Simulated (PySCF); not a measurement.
HOZn, SMILES [OH][Zn] (connectivity only; charge and spin as stated), neutral, multiplicity 2.

Geometry: PBE-D3(BJ)/def2-TZVP. The multiplicity is an assumed one; other spin states were not compared. The isomer is the one that the SMILES or the coordinates give; other isomers of the formula were not compared.

Method: PBE-D3(BJ)/def2-TZVP run with PySCF.

Frequencies are harmonic and unscaled.

Computed harmonic wavenumbers and intensities:
| mode | ν (cm⁻¹) | IR (km/mol) | moving atoms (share of kinetic energy) |
|---|---|---|---|
| 1 | 539 | 46.4 | O 79 %, Zn 20 % |
| 2 | 726 | 53.1 | H 94 % |
| 3 | 3688 | 32.9 | H 94 % |
